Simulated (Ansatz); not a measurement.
Energy difference R1 → P1 + P2, each structure at its B3LYP-D3(BJ)/def2-TZVP stationary point, reached from a drawn start (curvature not checked).
P1, CF2 (SMILES F[C]F) (charge 0, multiplicity 1):
```xyz
3

F     -1.52468     0.01586     0.00000
C      0.00000     0.00000     0.00000
F      1.52468    -0.01586     0.00000
```
R1, CF3 (SMILES F[C](F)F) (charge 0, multiplicity 2, Z-matrix in Å and degrees):
```
C
F 1 1.3211
F 1 1.3212 2 111.37
F 1 1.3212 2 111.37 3 -124.97
```
P2: F atom, charge 0, multiplicity 2.

P less R. No zero-point or thermal terms; singlets are restricted closed shells; open shells are unrestricted; no spin–orbit coupling.

Cores are frozen in the correlated methods. CBS: X⁻³ extrapolation of the correlation energy, Hartree–Fock from the larger set.

The values were computed with Ansatz (a first-principles code). All values are computed, each at the level named.

Problem. Give the reaction energy at the level CCSD(T)/CBS(cc-pVTZ, cc-pVQZ).

Solution. 850 kJ/mol

Problem. Predict the reaction energy from CCSD(T)/cc-pVQZ.

Solution. 845 kJ/mol

Problem. What is the computed reaction energy (CCSD/cc-pVTZ)?

Solution. 894 kJ/mol
